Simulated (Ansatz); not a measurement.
Total energies of Cl$_{2}$GeH$_{2}$ (`[Cl][GeH2][Cl]`).

```xyz
5

Cl    1.5229   -1.3538   -0.1154
Ge    0.0274    0.1673    0.0503
Cl   -1.8569   -0.6849   -0.4981
H    -0.0531    0.5985    1.5144
H     0.3596    1.2729   -0.9512
```

The species carries charge 0 and has multiplicity 1. Correlated methods include outer-core shells of Ge, which these sets cover unevenly. Scalar relativity is left out up to krypton. All single points use the PBE0-D4/def2-TZVP geometry. Basis def2-TZVPP, Ansatz.

RPA on PBE orbitals: Hartree–Fock energy of these orbitals -2995.59281 Eh, correlation -1.02525 Eh (frozen core).

| functional | kind | energy without D4 (Eh) | D4 term (kJ/mol) |
| --- | --- | --- | --- |
| LDA (SPW92) | LDA | -2992.56308 | – |
| PBE | GGA | -2998.01812 | -11.7 |
| revPBE | GGA | -2998.38281 | -29.5 |
| BLYP | GGA | -2998.75731 | -25.2 |
| r2SCAN | meta-GGA | -2998.64528 | -2.5 |
| B97M-V | meta-GGA with VV10 | -2998.09125 | – |
| PBE0 | global hybrid, 25 % exact exchange | -2998.14966 | -9.9 |
| B3LYP | global hybrid, 20 % | -2998.79095 | -19.3 |
| r2SCANh | meta-GGA hybrid, 10 % | -2998.63498 | -2.8 |
| r2SCAN0 | meta-GGA hybrid, 25 % | -2998.62070 | -3.1 |
| HSE06 (plane-wave form) | screened hybrid | -2998.13473 | -9.4 |
| BHLYP | global hybrid, 50 % | -2998.69499 | -16.9 |
| CAM-B3LYP | range-separated hybrid | -2998.86171 | -10.3 |
| LC-ωPBE | long-range corrected hybrid | -2998.19245 | – |
| ωB97X-V | range-separated hybrid GGA with VV10 | -2998.38854 | – |
| ωB97M-V | range-separated hybrid meta-GGA with VV10 | -2998.54856 | – |
| B2PLYP | double hybrid | -2998.08527 | – |
| PBE-QIDH | double hybrid | -2997.65833 | – |

B3LYP takes the VWN-RPA correlation (the form of Gaussian; ORCA's B3LYP/G). HSE06 is the plane-wave form, built on full-range PBE exchange. The double hybrids freeze the cores in their second-order part.

LC-ωPBE has ω = 0.4 bohr⁻¹.
